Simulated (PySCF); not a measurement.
A structure optimised at PBE-D3(BJ)/def2-SVP, used in a PySCF frequency run:

```xyz
5

Sb     0.3908    -0.8036     0.0000
Br    -0.1041     0.8129    -1.9211
Br    -0.1041     0.8129     1.9211
O     -1.3178    -1.8341     0.0000
H     -2.0987    -1.2422     0.0000
```

Question: Write its SMILES, formula and point group.

Answer: [OH][Sb]([Br])[Br], Br2HOSb, Cs

Question: What are its rotational constants (standard atomic weights)?

Answer: 1.7311, 0.78771, 0.60889 GHz
